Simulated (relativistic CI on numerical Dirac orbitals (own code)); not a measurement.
Co+ in a cubic cluster: 2p photoemission with charge transfer

Computed with a charge-transfer multiplet model of a cubic metal-ligand cluster with up to 2 ligand holes, Slater and spin-orbit integrals from Dirac-Coulomb-Breit ions, Slater integrals scaled by 0.9. The ground state mixes d8 with configurations of k ligand holes L, whose averages lie at kΔ + k(k − 1)U_dd/2; a core hole lowers each added d electron by U_cd. 20 K, Lorentzian 0.6 eV and Gaussian 0.8 eV FWHM.

Atomic integrals in eV (Slater integrals scaled, ζ unscaled), ground: F2dd 9.320, F4dd 5.741, zeta_d 0.056; with the core hole: F2dd 11.102, F4dd 6.898, zeta_d 0.084, zeta_core 9.670, F2cd 6.560, G1cd 4.914, G3cd 2.793.

Cluster parameters (eV): Δ = 7.3, U_cd = 9.8, 10Dq = 1.15, 10Dq(ligand) = 0.8, V(eg) = 2.2, V(t2g) = -1.12, final-state hopping factor = 0.9.

| Case | n_d | d8 | d9L | d10L2 | S |
| --- | --- | --- | --- | --- | --- |
| U_dd = 5.5 eV | 8.10 | 0.90 | 0.10 | 0.00 | 1.00 |
| U_dd = 7.6 eV | 8.10 | 0.90 | 0.10 | 0.00 | 1.00 |
| U_dd = 8.3 eV | 8.10 | 0.90 | 0.10 | 0.00 | 1.00 |
| U_dd = 9 eV | 8.10 | 0.90 | 0.10 | 0.00 | 1.00 |
| U_dd = 9.7 eV | 8.10 | 0.90 | 0.10 | 0.00 | 1.00 |

Weights, n_d and S are thermal averages at 20 K. Binding energies count from the first peak over 30 % of the highest in each spectrum, which can be another peak from case to case. The parameters are a model scan and need not match a compound or its usual spin state. Peaks in eV (height, largest 100):
- U_dd = 5.5 eV: 0.0 (100), 5.0 (52), 10.0 (8), 15.0 (47), 20.2 (31)
- U_dd = 7.6 eV: 0.0 (100), 5.1 (40), 15.0 (47), 20.6 (25)
- U_dd = 8.3 eV: 0.0 (100), 5.1 (38), 15.0 (47), 20.6 (23)
- U_dd = 9 eV: 0.0 (100), 5.2 (36), 15.0 (47), 20.7 (22)
- U_dd = 9.7 eV: 0.0 (100), 5.2 (35), 15.0 (47), 20.8 (21)

For the case U_dd = 7.6 eV, Δ = 7.3 eV is smaller than U_dd = 7.6 eV, the charge-transfer side of the Zaanen-Sawatzky-Allen scheme. With the core hole the average of the configuration with one ligand hole lies at Δ − U_cd = -2.5 eV before mixing: the effective hopping of about 2.7 eV (from the holes of the mixed ground state) is comparable with this gap or larger, so the configurations mix strongly.
